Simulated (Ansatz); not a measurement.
System: H4BSiO, charge 0, doublet. H4BSiO (SMILES BO[SiH2], doublet).
B3LYP-D3(BJ)/def2-TZVP minimum from Ansatz (a program for electronic structure):
```xyz
7

B     -0.2927     0.3202     1.6888
H     -1.0352     0.9455     2.3837
H      0.5782    -0.3660     2.1450
O     -0.4585     0.4004     0.3486
Si     0.3661    -0.2407    -0.9465
H     -0.6431    -0.5528    -1.9888
H      1.1070    -1.4605    -0.5215
```
Charge 0, spin multiplicity 2.

Atomisation energy term by term, kcal/mol (programs: Ansatz). Open shells are spin-unrestricted; no spin-orbit coupling. Correlated methods leave the cores frozen. Rows without X2C or -DK are non-relativistic. CBS(X,Y): correlation extrapolated as X^-3, Hartree-Fock from the larger set. A bracket is a step between two methods taken in the basis named. 'core' is core correlation in cc-pwCVTZ (1s frozen past Ne), 'X2C' scalar relativity in cc-pVTZ-DK, both at CCSD(T). Where a partner has so few electrons that a lower coupled-cluster level is exact, that level stands in.

| term | basis | kcal/mol |
|---|---|---|
| Hartree-Fock | cc-pV(Q+d)Z | 439.12 |
| CCSD correlation | CBS(cc-pV(T+d)Z,cc-pV(Q+d)Z) | 120.49 |
| (T) | CBS(cc-pV(T+d)Z,cc-pV(Q+d)Z) | 6.75 |
| CCSDT(Q) - CCSD(T) | cc-pV(D+d)Z | 0.42 |
| core correlation | cc-pwCVTZ | 1.21 |
| scalar relativity | X2C, cc-pVTZ-DK | -0.98 |
| sum: De |  | 567.0 |
